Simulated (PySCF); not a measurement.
Benzotrifluoride, C7H5F3.
SMILES with atom numbers: `[F:1][C:2]([F:3])([F:4])[c:5]1[cH:6][cH:7][cH:8][cH:9][cH:10]1` (hydrogens: H11 on C6; H12 on C7; H13 on C8; H14 on C9; H15 on C10)

Method used: PBE0-D3(BJ)/def2-SVP geometry optimisation, gas phase in PySCF.

What internal coordinates does the optimisation give?

```csv
bond,length (bohr),order
"F1–C2, C2–F3, C2–F4",2.527,single
C2–C5,2.841,single
"C5–C6, C5–C10",2.637,aromatic
"C6–C7, C9–C10",2.631,aromatic
"C7–C8, C8–C9",2.635,aromatic
"C6–H11, C10–H15",2.063,single
"C7–H12, C9–H14",2.064,single
C8–H13,2.065,single
```

Bonds in one row agree within 0.02 bohr and their mean is given. Orders are formal, as drawn. A selection of angles:
```csv
angle,degrees
F1–C2–F3,106.8
F1–C2–C5,111.5
C2–C5–C6,120.5
C2–C5–C10,119.3
C6–C5–C10,120.2
C5–C6–C7,119.8
C6–C7–C8,120.1
C7–C8–C9,120.0
```

Dihedral angles: F1–C2–C5–C6 98° (anticlinal). The mirror-image conformer, all signs reversed, is as good.

The 7 C–C bonds span 1.392 Å (C9–C10, aromatic) to 1.503 Å (C2–C5, drawn single), a spread of 0.111 Å. The 6-membered ring C5–C6–C7–C8–C9–C10 has internal angles of 119.8° to 120.2°; it is planar, 0.00 Å rms from its mean plane, widest ring torsion 0°. All 3 C–F bonds measure 1.336 to 1.339 Å. Of the pairs four or more bonds apart, F4···H11 is among the closest relative to their van der Waals radii: 2.43 Å, 91 % of the sum of Bondi's values.

Point group: near Cs, missed by 0.32 Å at most; the miss may be what the optimiser left on a soft mode. PBE0-D3(BJ)/def2-SVP frequencies: not computed here.
